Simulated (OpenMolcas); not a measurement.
# 5s2 5p along the 49-electron sequence

```json
{
  "Program": "OpenMolcas",
  "Method": "CASSCF",
  "Basis": "ANO-R3",
  "Scalar Hamiltonian": "X2C, finite nucleus",
  "Spin-orbit coupling": "RASSI with atomic mean-field integrals over the reference wave functions, term energies averaged over their components"
}
```

Active space for each ion: 3 electrons in 4 orbitals (5s 5p).

Computed levels in cm-1 above 2P* 1/2:

| Level | In | Sn+ | Sb2+ | Te3+ | Xe5+ |
| --- | --- | --- | --- | --- | --- |
| 2P* 3/2 | 2118 | 3897 | 5729 | 7967 | 13484 |
| weight of 2P* in the lowest level (%) | 100 | 100 | 100 | 100 | 100 |

Measured, with the error of the calculation in %. Measured levels: In, Sn+ from NIST Handbook of Basic Atomic Spectroscopic Data; Sb2+, Te3+ from Moore, Atomic Energy Levels, vol. III, NSRDS-NBS 35 (1971 reprint of NBS Circular 467, 1958); Xe5+ from Saloman, J. Phys. Chem. Ref. Data 33, 765 (2004).

| Level | In | Sn+ | Sb2+ | Te3+ | Xe5+ |
| --- | --- | --- | --- | --- | --- |
| 2P* 3/2 | 2213 (-4.3) | 4251 (-8.3) | 6576 (-12.9) | 9223 (-13.6) | 15599 (-13.6) |

The fine-structure level 2P* 3/2 changes by a factor of 6.37 from In to Xe5+. Its fourth root runs 6.78, 7.90, 8.70, 9.45, 10.78, with steps per unit of Z of 1.12, 0.80, 0.75, 0.66; equal steps would mean a (Z - σ)^4 law with constant σ.

Some high roots are left out of the spin-orbit mixing, which shifts the levels that they would mix with (holds for In). Without dynamic correlation excited terms often stand tens of per cent too high (terms of higher spin than the ground term too low), and those without a measured partner can miss by more than the paired ones (holds for In). Measured partners are found by configuration, term and J. A level has none where our copy of the source lacks it or the pairing is in doubt (some pairs that miss far off the trend of their configuration count as doubtful), and it then counts in no deviation. Levels of configurations outside the active space are missing.

* marks odd parity.
